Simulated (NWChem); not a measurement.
System: MoNHSBrCl; SMILES [NH]=[Mo](=[S])([Cl])[Br]

Program: NWChem. Coordinates come from a PBE0/def2-SVP optimisation. No frequency run checked for a minimum. def2 effective core potentials on Mo; no spin-orbit coupling. Level BLYP/def2-SVPD: single points from the atomic guess with DIIS by default; each run changes one setting, and all converged runs end within 0.3 mHa of each other. NWChem's automatic level shift, which a small gap switches on, acted in some of these runs.

### Question
Which setting needs the most SCF iterations, or fails (level shift of 0.5 Ha throughout; DIIS on 3 Fock matrices; core-Hamiltonian guess; defaults; occupation smearing of 0.005 Ha)?

### Answer
DIIS on 3 Fock matrices, with 190 against 13 for the defaults.
```
setting                           SCF iterations
--------------------------------  --------------
defaults                                      13
level shift of 0.5 Ha throughout              34
core-Hamiltonian guess                        30
DIIS on 3 Fock matrices                      190
occupation smearing of 0.005 Ha               13
```
